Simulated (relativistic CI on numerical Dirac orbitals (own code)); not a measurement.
## Co⁴⁺ in a cubic cluster: 3s photoemission with charge transfer

Computed with a charge-transfer multiplet model of a cubic metal-ligand cluster with up to 2 ligand holes, Slater and spin-orbit integrals from Dirac-Coulomb-Breit ions, Slater integrals scaled by 0.8. The parameters are those of a tetrahedral site (10Dq negative, t2 hopping the larger). The ground state mixes d5 with configurations of k ligand holes L, whose averages lie at kΔ + k(k − 1)U_dd/2; a core hole lowers each added d electron by U_cd. 300 K, Lorentzian 1.4 eV and Gaussian 0.8 eV FWHM.

Atomic integrals in eV (Slater integrals scaled, ζ unscaled), ground: F2dd 10.866, F4dd 6.824, zeta_d 0.080; with the core hole: F2dd 11.602, F4dd 7.319, zeta_d 0.090, G2cd 11.207.

Cluster parameters (eV): Δ = 0.8, U_cd = 6.8, 10Dq = -0.25, 10Dq(ligand) = 0, V(eg) = 1.85, V(t2g) = -3.15, final-state hopping factor = 1.

```tsv
Case	n_d	d5	d6L	d7L2	S
U_dd = 5.1 eV	5.61	0.47	0.44	0.08	2.50
U_dd = 5.8 eV	5.59	0.48	0.44	0.08	2.50
U_dd = 6.5 eV	5.58	0.49	0.44	0.07	2.50
```

Weights, n_d and S are thermal averages at 300 K. Binding energies count from the first peak over 30 % of the highest in each spectrum, which can be another peak from case to case. The parameters are a model scan and need not match a compound or its usual spin state. Peaks in eV (height, largest 100):
- U_dd = 5.1 eV: 0.0 (100), 4.3 (11), 11.1 (60), 22.5 (13)
- U_dd = 5.8 eV: 0.0 (100), 4.4 (11), 11.1 (61), 22.6 (12)
- U_dd = 6.5 eV: 0.0 (100), 4.4 (10), 11.2 (62), 22.5 (11)

For the case U_dd = 5.8 eV, Δ = 0.8 eV is smaller than U_dd = 5.8 eV, the charge-transfer side of the Zaanen-Sawatzky-Allen scheme. With the core hole the average of the configuration with one ligand hole lies at Δ − U_cd = -6.0 eV before mixing: the effective hopping of about 5.6 eV (from the holes of the mixed ground state) is comparable with this gap or larger, so the configurations mix strongly.

With at most 2 ligand holes the space is cut while the next configuration still counts, so covalency is underestimated, and a final configuration with one more ligand hole, which can lie low, is missing from the spectra.

Without intra-shell correlation the exchange splitting of the 3s hole comes out too large.
